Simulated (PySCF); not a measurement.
HfH3, SMILES [HfH3] (connectivity only; charge and spin as stated), neutral, multiplicity 2.

Coordinates come from a B3LYP-D3(BJ)/def2-TZVPD optimisation. The geometry has at least one imaginary mode, so it is a saddle point at that level. The spin state was assumed, not searched. The def2 effective core potentials stand for the cores of Hf; spin–orbit coupling is left out.

Calculation: PySCF with TDA-B3LYP/def2-TZVPD.

Vertical excitations; the highest root listed may be one member of a degenerate set. 

Task: Give excitation energies, oscillator strengths and character. (An estimate is asked for; the answer gives what the named calculation found.)

Result: 
```
state    energy (eV)  λ (nm)      f                                                                          main pairs
-------  -----------  ------  -----  ----------------------------------------------------------------------------------
root 1          1.03    1201  0.000                                                      α HOMO→LUMO+1 (degenerate set)
root 2          1.03    1200  0.000                                                        α HOMO→LUMO (degenerate set)
root 3          2.12     586  0.002                                                      α HOMO→LUMO+2 (degenerate set)
root 4          2.12     586  0.002                                                      α HOMO→LUMO+3 (degenerate set)
root 5          3.01     412  0.147                                                                  α HOMO→LUMO+4 93 %
root 6          3.77     328  0.007  α HOMO−1→LUMO+1 35 %, α HOMO−2→LUMO 35 %, β HOMO→LUMO+2 14 %, β HOMO−1→LUMO+1 14 %
root 7          3.89     319  0.000     α HOMO−2→LUMO, α HOMO−1→LUMO+1, β HOMO−1→LUMO+1, β HOMO→LUMO+2 (degenerate set)
root 8          3.89     319  0.000     α HOMO−1→LUMO, α HOMO−2→LUMO+1, β HOMO−1→LUMO+2, β HOMO→LUMO+1 (degenerate set)
root 9          3.99     310  0.000                                            α HOMO−2→LUMO+1 49 %, α HOMO−1→LUMO 49 %
root 10         4.22     294  0.000                                                                  β HOMO−1→LUMO 98 %
```
Unrestricted roots are not spin-pure.
